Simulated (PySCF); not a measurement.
Spectrum to structure. Method used: TDDFT CAM-B3LYP/def2-SVPD, vertical, gas phase, core orbitals frozen in the response in PySCF. Geometries: GFN2-xTB, one conformer each.

| state | ν̃ (cm⁻¹) | f | main configurations (H = HOMO, L = LUMO) |
| --- | --- | --- | --- |
| S1 | 50930 | 0.0008 | H→L (45%), H-1→L (21%), H→L+1 (19%) |
| S2 | 51430 | 0.0014 | H→L+1 (60%), H-1→L (18%), H-1→L+1 (9%) |
| S3 | 53960 | 0.013 | H-1→L (42%), H→L (29%), H→L+5 (10%) |
| S4 | 56260 | 0.016 | H-1→L+1 (61%), H→L+1 (8%) |
| S5 | 59120 | 0.050 | H→L+2 (58%), H→L+6 (12%), H-1→L+2 (11%) |
| S6 | 61000 | 0.019 | H→L+5 (26%), H→L+3 (26%), H-1→L+5 (10%) |
| S7 | 61400 | 0.022 | H→L+6 (35%), H→L+4 (15%), H-1→L+2 (11%) |
| S8 | 61790 | 0.019 | H-1→L+3 (24%), H→L+6 (16%), H→L+2 (12%) |

Triplets computed (Tamm–Dancoff): 6.01, 6.09, 6.49 eV.

Problem. Which candidate is it?
A. `C=C[SiH2]C(=O)N`
B. `[SiH3]N[SiH2]N([SiH3])[SiH3]`
C. `C=C(C=O)[SiH2]N`

Solution. B. Its S1, at 6.31 eV, is the highest among the candidates; the nearest of the others has S1 at 4.79 eV. S1 is HOMO→LUMO (45%), HOMO-1→LUMO (21%), HOMO→LUMO+1 (19%). Löwdin shares by element: HOMO nitrogen 48%, silicon 10% or more, hydrogen 7% or more (atoms not listed hold the other 35%); LUMO silicon 43% or more, hydrogen 8% or more (atoms not listed hold the other 49%). At the same level the other candidates give, for their lowest levels:
- `C=C(C=O)[SiH2]N`: 3.81 eV (f 0.001); 5.46 eV (f 0.002); 6.11 eV (f 0.011); 6.26 eV (f 0.278); 6.46 eV (f 0.052); T1 3.31 eV; HOMO -8.87, LUMO -0.83 eV
- `C=C[SiH2]C(N)=O`: 4.79 eV (f 0.002); 6.07 eV (f 0.088); 6.63 eV (f 0.017); 6.89 eV (f 0.051); 7.06 eV (f 0.033); T1 4.18 eV; HOMO -8.33, LUMO 0.33 eV

Conformer computed: `[SiH3:1][NH:2][SiH2:3][N:4]([SiH3:5])[SiH3:6]`: Si1–N2–Si3–N4 154°, N2–Si3–N4–Si5 176°.
